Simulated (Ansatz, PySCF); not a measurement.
Mo(NH)(S)(F)(Cl) (ClFHMoNS), SMILES [F][Mo](=[NH])([Cl])=[S], multiplicity 1. Atoms are numbered in the order given.

```xyz
6

Mo    -0.1004     0.0850    -0.2459
N     -0.3777    -0.9978    -1.5465
H     -0.0971    -1.6899    -2.2430
S      1.9778     0.0911     0.1445
F     -0.6582     1.7772    -0.7572
Cl    -1.1900    -0.7452     1.5763
```
Charge 0, spin multiplicity 1.

Geometry optimised at B3LYP-D3(BJ)/def2-SVP. The spin state was assumed, not searched. The structure was generated by enumeration; whether it is a known compound was not checked. The def2 effective core potentials stand for the cores of Mo; spin–orbit coupling is left out.

Two levels are set side by side: PBE-D3(BJ)/def2-SVP (Ansatz, a quantum-chemistry and plane-wave program) and B3LYP-D3(BJ)/def2-SVP (Ansatz). Each level has its own optimised geometry; the coordinates shown are those of the second. Frequencies come from the Hessian of PySCF at each geometry. Differences are taken from unrounded values.

| quantity | B3LYP-D3(BJ) | PBE-D3(BJ) | PBE-D3(BJ) minus B3LYP-D3(BJ) |
|---|---|---|---|
| mean bond length (Å) | 1.797 | 1.803 | 0.006 |
| bond Mo1–N2 (Å) | 1.715 | 1.726 | 0.011 |
| bond Mo1–S4 (Å) | 2.115 | 2.125 | 0.011 |
| bond Mo1–F5 (Å) | 1.854 | 1.858 | 0.004 |
| bond Mo1–Cl6 (Å) | 2.280 | 2.276 | -0.003 |
| bond N2–H3 (Å) | 1.021 | 1.028 | 0.007 |
| highest harmonic wavenumber (cm⁻¹) | 3570 | 3494 | -76 |
| mean harmonic wavenumber (cm⁻¹) | 701 | 684 | -18 |
| zero-point energy (kcal/mol) | 12.03 | 11.73 | -0.30 |

GGA bonds tend to be longer and softer than those of functionals with exact exchange. Differences between two approximate levels are no errors against the true value.
